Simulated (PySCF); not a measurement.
**A computed series [M(H2O)2]3+**

Computed with PySCF 2.14.0, TPSS, def2-SVP on the ligands, density fitting, scalar-relativistic core potentials, no spin-orbit coupling, vacuum. Each member is relaxed from one template within its symmetry. Distances are means of the shortest metal–ligand contacts, charges and spins Mulliken's; removal energies are rigid, with the ligand's formal charge and no counterpoise, so too large; for an anion taken off a cation in vacuum most of it is the attraction of opposite charges, and multiply charged cations can part far more cheaply with an electron moved from ligand to metal. lcecp potentials hold a fixed number of 4f electrons in the core, out of states, spins and gaps.

```tsv
metal	basis on the metal	point group	M–H2O (Å)	charge on M (e)	removal of one H2O (eV)	unstable modes (below −25 cm⁻¹)
Ce	lcecp-1-SVP with ECP47	C1	2.353	2.25	3.96	not given
Dy	lcecp-1-SVP with ECP55	C1	2.219	2.16	4.47	not given
Er	lcecp-1-SVP with ECP57	C1	2.191	2.15	4.59	not given
```

Question: What does the calculation give for Gd, lcecp-1-SVP with ECP53?

Answer: point group: C1, M–H2O (Å): 2.248, charge on M (e): 2.18, removal of one H2O (eV): 4.35, unstable modes (below −25 cm⁻¹): not given.
```xyz
7

Gd    1.0320    0.1968   -0.0078
O    -0.1666    0.0290    1.8865
H     0.1592    0.1409    2.8297
H    -1.1393   -0.1789    2.0133
O    -0.1663   -0.1048   -1.8855
H     0.1766   -0.3571   -2.7950
H    -1.1526   -0.0095   -2.0412
```

From Ce to Er the M–H2O distance shrinks by 0.16 Å, the lanthanide contraction, and the energy to remove one H2O rises by 0.63 eV.

Moved off a saddle point of the template and relaxed again: Ce, Gd, Dy, Er. One start shape was tried for each, so a minimum needn't be the lowest isomer.
